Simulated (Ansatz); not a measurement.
The O2–H3 bond of H2O2Sn (SMILES [OH][Sn][OH]) is stretched (multiplicity 1, the rest rigid).
Geometry at rest (charge 0, multiplicity 1):
```xyz
5

Sn    -0.035    -0.008     0.374
O      0.552     1.445    -0.843
H      0.543     1.177    -1.771
O     -0.324    -1.274    -1.154
H     -0.637    -2.159    -0.939
```

Frozen-core correlation. Filled d and f shells under p-block atoms count as core.

Programs: Ansatz (Gaussian orbitals). Values without a source in brackets are computed. In def2 rows elements past Kr take small-core potentials, without spin–orbit coupling.

Energies above the point at 0.966 Å (the B3LYP-D3(BJ) bond length), FIC-MRCISD+Q on CASSCF(4,3)/def2-TZVPP (kcal/mol): 6.19 at 0.870 Å; 4.99 at 1.063 Å; 121.72 at 3.092 Å.

Task: Take the last value as the depth D of a Morse curve D(1 − e^(−a(R − R₀)))², fit a and R₀ to the two near points, and test it at 1.304 and 1.691 Å.

Result: 
With D = 121.7, both near points (counted from the curve's value at 0.966 Å) are met by a = 2.22 Å⁻¹ and R₀ = 0.961 Å, so k = 2Da² = 1202 kcal/(mol Å²). The curve then gives 34.6 and 78.3 kcal/mol; the level itself gives 35.0 and 82.2, so Morse is off by -0.4 and -3.9.

Doubts at one or more of the structures used: active orbitals that take no part (FIC-MRCISD+Q on CASSCF(4,3)/def2-TZVPP).

Ansatz is a first-principles code.
